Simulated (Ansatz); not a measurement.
Start from `O[SiH2]F` and change one atom or group to get `O[SiH2]I`.

Ansatz, PBE0-D4/def2-TZVP geometries, multiplicity 1. Each molecule was computed in one conformer, which needn't be the lowest.

Elements past krypton have def2 core potentials.

```csv
property,`O[SiH2]F`
LUMO energy (PBE0/def2-TZVPP) / eV,0.37
LUMO energy (PBE/def2-TZVPP) / eV,-0.51
size of the dipole moment (PBE/def2-TZVPP) / D,1.55
HOMO energy (B3LYP/def2-TZVPP) / eV,-9.13
HOMO energy (ωB97M-V/def2-TZVPP) / eV,-11.63
HOMO–LUMO gap (ωB97M-V/def2-TZVPP) / eV,13.54
```

(1) What does the change do to each property? (An estimate is asked.)

Results:

(1) Ansatz gave: 
| property | `O[SiH2]I` | shift |
| --- | --- | --- |
| LUMO energy (PBE0/def2-TZVPP) / eV | -0.29 | -0.66 |
| LUMO energy (PBE/def2-TZVPP) / eV | -1.14 | -0.63 |
| size of the dipole moment (PBE/def2-TZVPP) / D | 1.28 | -0.27 |
| HOMO energy (B3LYP/def2-TZVPP) / eV | -7.44 | 1.69 |
| HOMO energy (ωB97M-V/def2-TZVPP) / eV | -9.82 | 1.81 |
| HOMO–LUMO gap (ωB97M-V/def2-TZVPP) / eV | 11.32 | -2.22 |

With PBE0 the HOMO rises by 1.63 eV and the LUMO falls by 0.66 eV, so the gap narrows by about 2.29 eV. PBE moves the HOMO by 1.27 eV and ωB97M-V by 1.81 eV. Dipoles are sizes alone; their direction can turn.

B3LYP here is the variant with VWN-RPA as its local correlation; programs differ in this.

Spin–orbit coupling is left out; it splits and shifts lone-pair levels of the heavy atoms by tenths of an eV.
